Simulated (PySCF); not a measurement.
`C#C[C@@H]1SBS[C@@H]1F`, C₄H₄BFS₂

Molfile (atoms numbered from 1):
```
C4H4BFS2
     RDKit          3D

 12 12  0  0  0  0  0  0  0  0999 V2000
    2.6182   -0.8672   -0.5419 C   0  0  0  0  0  0  0  0  0  0  0  0
    1.5410   -0.6860   -0.0531 C   0  0  0  0  0  0  0  0  0  0  0  0
    0.2269   -0.4389    0.4849 C   0  0  2  0  0  0  0  0  0  0  0  0
   -1.0847   -1.2942   -0.5347 S   0  0  0  0  0  0  0  0  0  0  0  0
   -2.3616   -0.1219   -0.2019 B   0  0  0  0  0  0  0  0  0  0  0  0
   -1.8874    1.3295    0.7187 S   0  0  0  0  0  0  0  0  0  0  0  0
   -0.0775    1.0550    0.5557 C   0  0  2  0  0  0  0  0  0  0  0  0
    0.3550    1.6978   -0.5694 F   0  0  0  0  0  0  0  0  0  0  0  0
    3.5694   -1.0372   -0.9497 H   0  0  0  0  0  0  0  0  0  0  0  0
    0.1377   -0.8687    1.4880 H   0  0  0  0  0  0  0  0  0  0  0  0
   -3.4598   -0.3008   -0.5334 H   0  0  0  0  0  0  0  0  0  0  0  0
    0.4239    1.5320    1.4049 H   0  0  0  0  0  0  0  0  0  0  0  0
  1  2  3  0
  2  3  1  0
  3  4  1  0
  4  5  1  0
  5  6  1  0
  6  7  1  0
  7  8  1  0
  7  3  1  0
  1  9  1  0
  3 10  1  1
  5 11  1  0
  7 12  1  1
M  END
```

The calculation used TDDFT PBE0/def2-SVPD circular dichroism and optical rotation, one conformer, gas phase in PySCF. Geometry: GFN2-xTB.

Singlets 13 and 14 lie within 0.01 eV of each other, so their separate moments and overlaps can depend on how they mix.

**Question.** Draw the ECD and absorption spectra from the lowest 16 states, each a Gaussian of half-width 0.2 eV at 1/e height.

**Answer.** 
| E (eV) | λ (nm) | Δε (L mol⁻¹ cm⁻¹) | ε (L mol⁻¹ cm⁻¹) |
| --- | --- | --- | --- |
| 4.86 | 255 | +0.01 | 7.2 |
| 4.96 | 250 | +0.05 | 79.6 |
| 5.06 | 245 | +0.16 | 535 |
| 5.16 | 240 | +0.08 | 2190 |
| 5.26 | 236 | -1.04 | 5440 |
| 5.36 | 232 | -3.18 | 8220 |
| 5.46 | 227 | -4.18 | 7550 |
| 5.56 | 223 | -2.94 | 4200 |
| 5.66 | 219 | -1.21 | 1420 |
| 5.76 | 215 | -0.51 | 303 |
| 5.86 | 212 | -0.73 | 84.6 |
| 5.96 | 208 | -0.43 | 165 |
| 6.06 | 205 | +3.24 | 484 |
| 6.16 | 201 | +9.53 | 1250 |
| 6.26 | 198 | +8.33 | 2500 |
| 6.36 | 195 | -7.77 | 3690 |
| 6.46 | 192 | -28.12 | 4140 |
| 6.56 | 189 | -37.90 | 3650 |
| 6.66 | 186 | -35.30 | 2800 |
| 6.76 | 184 | -18.61 | 2600 |
| 6.86 | 181 | +17.92 | 3710 |
| 6.96 | 178 | +56.68 | 5520 |
| 7.06 | 176 | +64.81 | 6200 |
| 7.16 | 173 | +39.18 | 5220 |
| 7.26 | 171 | +5.90 | 4120 |

Δε uses R in velocity form, ε uses f in length form. Only the states computed contribute, so the short-wavelength end is incomplete.
